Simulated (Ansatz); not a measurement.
Molecule: iodine monochloride, ICl, charge 0, multiplicity 1. 
Structure (B3LYP-D3(BJ)/def2-TZVP (Ansatz, a quantum-chemistry and plane-wave program) minimum search):
```xyz
2

Cl     0.0000     0.0000    -1.7753
I      0.0000     0.0000     0.5694
```
Charge 0, spin multiplicity 1.

Property: vertical electron affinity (to the doublet state of charge -1; a negative value means that the extra electron is unbound and the number depends on the basis; each state is the SCF solution reached for its spin), in eV. Valence correlation only, unless marked. Open shells are spin-unrestricted. No spin-orbit coupling. The frozen core is the preceding noble-gas configuration, with the filled d and f shells of earlier blocks. In def2 rows, elements after Kr have scalar-relativistic effective core potentials. Anions need diffuse functions: def2-D sets add few. CBS(X,Y): correlation extrapolated as X^-3; Hartree-Fock from the larger set.

```
level               program  vertical electron affinity (eV)
------------------  -------  -------------------------------
r2SCAN/def2-TZVPD    Ansatz                             1.68
B3LYP/def2-TZVPD     Ansatz                             1.63
BHLYP/def2-TZVPD     Ansatz                             1.56
wB97M-V/def2-TZVPD   Ansatz                             1.51
```

Task: Estimate the value at CCSD(T)/CBS(def2-TZVPPD,def2-QZVPPD) as computed with Ansatz.

Result: 1.54 eV, so wB97M-V/def2-TZVPD differs from it by -0.03 eV.
